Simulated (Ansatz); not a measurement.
P₂, charge +1, doublet, geometry from GFN2-xTB (a state made from the parent by changing its charge; the spin is typed, not shown lowest); Ansatz (a program for electronic structure) with R2SCAN/cc-pVDZ.

Ansatz was given this input:
Ansatz 0.2 input:
```yaml
crystal:
  periodic: [false, false, false]
  atoms:
    - {symbol: P, position_ang: [-0.00000000, -0.00000000, -0.98489567]}
    - {symbol: P, position_ang: [0.00000000, 0.00000000, 0.98489567]}
basis:
  gaussian:
    orbitals: cc-pVDZ
hamiltonian:
  xc: r2scan
total_charge: 1
magnetization: {spin_polarized: true, initial_magnetization: 1}
```

Task: What does Ansatz print? Leave out banner, timings and long lists.

Result: 
```
Functional definition: r2SCAN
386 factors; integrals over basis functions are off by at most 1.1e-3 eV
mean field evaluation 1: about -18564.1863 eV, gradient 1.1e1 eV
mean field evaluation 2: about -18564.6566 eV, gradient 7.7e0 eV
mean field evaluation 4: about -18565.1048 eV, gradient 9.9e-2 eV
mean field evaluation 8: about -18565.1044 eV, gradient 2.2e-3 eV
mean field evaluation 16: about -18565.1048 eV, gradient 7.9e-2 eV
mean field evaluation 32: about -18564.7553 eV, gradient 5.2e-1 eV
mean field -18565.10443654 eV, -682.2550041629 hartree, gradient 1.2e-5 eV, S^2 0.754837; 7 other end points of the search recorded, 0 dependent functions left out
reference -18565.10444372 eV, -682.2550044270 hartree; 15, 14 occupied and 21, 22 virtual orbitals, 386 factors
Total energy: -18565.10444372 eV, -682.2550044270 hartree
```
